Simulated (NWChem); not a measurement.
**Basis-set convergence for IIn**

```xyz
2

In     0.0000     0.0000    -1.4610
I      0.0000     0.0000     1.3507
```
Charge 0, spin multiplicity 1.

Program: NWChem. The geometry was optimised at PBE/def2-SVP with def2 effective core potentials on In, I, a minimum by its harmonic frequencies.

Quantity: LUMO energy at the level B3LYP.

Effective core potentials replace the inner electrons of In, I; spin-orbit coupling is left out. B3LYP has NWChem's definition, with VWN1-RPA local correlation. The structure started from a generated list of species.

Question: In def2-QZVP the value is -2.26 eV. Among def2-SVP, def2-SVPD, def2-TZVP, def2-TZVPP, def2-TZVPD, which is the smallest basis within 0.1 eV of it?

Answer: def2-SVP, with 52 functions against 164 (also within reach: def2-SVPD, def2-TZVP, def2-TZVPP, def2-TZVPD). def2-QZVP isn't the basis-set limit itself, and a small set can land close by cancellation.

| basis | functions | LUMO energy (eV) |
|---|---|---|
| def2-SVP | 52 | -2.19 |
| def2-SVPD | 67 | -2.26 |
| def2-TZVP | 100 | -2.25 |
| def2-TZVPP | 100 | -2.25 |
| def2-TZVPD | 115 | -2.27 |
| def2-QZVP | 164 | -2.26 |
